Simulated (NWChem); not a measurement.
Species: TiH3I; SMILES [I][TiH3]

Results from NWChem. Coordinates come from a PBE0/def2-SVP (def2 core potentials past Kr) optimisation.

Question: Predict the results for Hartree-Fock/STO-3G, non-relativistic. Quantities: highest occupied level (eV); orbital gap (eV); dipole (D).

Answer: The highest occupied level (eV) is -8.37 and the orbital gap (eV) is 14.02. The dipole (D) is 0.91.
